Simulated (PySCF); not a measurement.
CaF2, singlet, at a GFN2-xTB geometry (such geometries of metal compounds can be far from the true shape). Base run: PySCF with HF/STO-3G.

PySCF was given this input:
```python
from pyscf import gto, scf

mol = gto.M(
    atom='''
Ca    0.48463727   -0.07969732   -0.18176975
F    -0.72534756    1.23563849   -0.79918929
F    -0.35162414   -1.05853334    1.20312207
''',
    basis='sto-3g',
    verbose=4,
    symmetry=True,
)

mf = scf.RHF(mol)
mf.kernel()
mf.analyze()
```

Each row names what was changed in the base input (with any setting that the change needs).

```json
[
 {"change": "base", "ΔE vs base (eV)": "0.00", "point group used": "C2v", "SCF cycles": "9"},
 {"change": "irrep_nelec = A1:20 B1:6 B2:12", "ΔE vs base (eV)": "12.29", "point group used": "C2v", "SCF cycles": "7"},
 {"change": "symmetry_subgroup = C2", "ΔE vs base (eV)": "0.00", "point group used": "C2", "SCF cycles": "9"},
 {"change": "symmetry_subgroup = Cs", "ΔE vs base (eV)": "0.00", "point group used": "Cs", "SCF cycles": "9"},
 {"change": "irrep_nelec = A1:18 B1:8 B2:12", "ΔE vs base (eV)": "19.54", "point group used": "C2v", "SCF cycles": "6"},
 {"change": "symmetry = off", "ΔE vs base (eV)": "0.00", "point group used": "C1", "SCF cycles": "9"},
 {"change": "irrep_nelec = A1:18 A2:2 B1:4 B2:14", "ΔE vs base (eV)": "25.12", "point group used": "C2v", "SCF cycles": "7"},
 {"change": "irrep_nelec = A1:20 A2:2 B1:4 B2:12", "ΔE vs base (eV)": "13.21", "point group used": "C2v", "SCF cycles": "6"}
]
```
